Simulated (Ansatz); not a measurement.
`C[BH][AlH][OH]` + H₂Te → `CB[TeH]` + `[OH][AlH2]` at 400 K and 1 bar (cleavage of the B–Al bond).

Program: Ansatz. Geometries: PBE0-D4/def2-TZVP. ΔE: electronic, gas phase. CBS: MP2 limit from def2 TZ/QZ plus the TZ coupled-cluster correction, frozen cores. This one scheme is used for every species. def2 core potentials past Kr. For Te outer-core shells are correlated without core-valence functions, which leaves a few kJ/mol of doubt a bond. Each species was taken in one conformer, which may not be the lowest.

```json
{"species": "`C[BH][AlH][OH]`", "CCSD(T)/CBS energy (Eh)": "-383.66926", "H − E (kJ/mol)": "212.8", "S (J/(mol·K))": "376.3"}
{"species": "H₂Te", "CCSD(T)/CBS energy (Eh)": "-268.91024", "H − E (kJ/mol)": "45.0", "S (J/(mol·K))": "239.1"}
{"species": "`CB[TeH]`", "CCSD(T)/CBS energy (Eh)": "-333.59211", "H − E (kJ/mol)": "171.5", "S (J/(mol·K))": "335.1"}
{"species": "`[OH][AlH2]`", "CCSD(T)/CBS energy (Eh)": "-319.03157", "H − E (kJ/mol)": "88.7", "S (J/(mol·K))": "271.1"}
```

H − E and S are ideal-gas, rigid-rotor, harmonic terms from PBE0-D4/def2-TZVP, for one conformer and one mirror image of each species. 1 Eh = 2625.50 kJ/mol, R = 8.31446 J/(mol·K).

Question: By hand: ΔE, ΔH, ΔS and ΔG.

Answer: ΔE = (-333.59211) + (-319.03157) − (-383.66926) − (-268.91024) = -0.04418 Eh = -116.0 kJ/mol. Δ(H − E) = 171.5 + 88.7 − 212.8 − 45.0 = 2.4, so ΔH = -113.6 kJ/mol. ΔS = 335.1 + 271.1 − 376.3 − 239.1 = -9.2 J/(mol·K). ΔG = -113.6 − 400 × (-9.2)/1000 = -109.9 kJ/mol.

Question: By hand: the equilibrium constant, and the temperature at which ΔG would vanish if ΔH and ΔS stayed fixed.

Answer: log₁₀ K = −ΔG/(RT ln 10) = 14.4. ΔG = 0 at ΔH/ΔS = 12348 K, far beyond where these terms or the molecules hold.

The number of gas molecules stays the same, so ΔS is small and ΔH decides. A doubt of 5 kJ/mol in ΔE shifts log₁₀ K by 0.7 here. Other conformers and mirror images would add mixing entropy, several J/(mol·K) or more a flexible species. Modes under 60 cm⁻¹, often nearly free rotors, make the harmonic entropy too high. These are equilibria of isolated gas molecules and say nothing of rates. Largest T1 diagnostic: 0.013 (customary marks: 0.02 for closed shells, 0.045 for open ones).
